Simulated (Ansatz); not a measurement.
```yaml
atoms:
  - { symbol: B, position_ang: [0.0092, 0.0040, 0.8812] }
  - { symbol: B, position_ang: [-0.0043, -0.0089, -0.8822] }
  - { symbol: H, position_ang: [0.9850, 0.0054, 0.0009] }
  - { symbol: H, position_ang: [-0.9998, -0.0043, -0.0063] }
  - { symbol: H, position_ang: [0.0015, 1.0521, 1.4766] }
  - { symbol: H, position_ang: [0.0064, -1.0510, 1.4590] }
  - { symbol: H, position_ang: [0.0017, 1.0545, -1.4573] }
  - { symbol: H, position_ang: [0.0092, -1.0518, -1.4627] }
```

Basis set: cc-pVDZ (spherical functions). Frozen core: 2 orbitals. Charge 0, multiplicity 1.

Computed with Ansatz (development build ahead of 0.2.0); each method stands on the lowest determinant of its kind that the runs found. Restricted open shells among the atoms or ions are ROHF, correlated in semicanonical orbitals with singles.

Q: Give the atomization energy at this shape (free ground-state atoms in the same class of orbitals less the molecule, no zero-point energy) of singlet B2H6 by RHF-MP2, RHF.

A:

```json
{"method": "RHF-MP2", "atomization energy": "24.57 eV"}
{"method": "RHF", "atomization energy": "20.86 eV"}
```
